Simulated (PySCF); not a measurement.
# Gas-phase thermal properties of SrBr

Energies from PySCF (xtb for GFN2), thermal terms from the rigid-rotor harmonic-oscillator model, ideal gas at 1 bar. Table values come from the NASA 1993 polynomials. Open shells (unrestricted): SrBr (multiplicity 2). GFN2 has no spin-polarisation term. Sr: scalar-relativistic def2 core potential, no spin-orbit coupling. Br: all electrons, no relativistic terms. The harmonic model lacks anharmonicity and excited electronic states, which grow with temperature; levels with a mode under 35 cm⁻¹ are left out. The table's entry may be an old estimate for SrBr (not checked at source).

```csv
level,point group,σ,ZPE (kJ/mol),S°298 (J/mol/K),Cp298 (J/mol/K),S°1000 (J/mol/K),H1000 − H298 (kJ/mol)
table,-,-,-,263.8,36.9,309.1,26.3
GFN2-xTB,C∞v,1,1.0,265.4,36.9,310.5,26.2
PBE/def2-SVP,C∞v,1,1.3,263.9,36.7,308.9,26.1
PBE0/def2-TZVP,C∞v,1,1.3,263.9,36.7,308.9,26.1
```
σ: rotational symmetry number. Electronic degeneracy used: 2. Frequencies are unscaled.
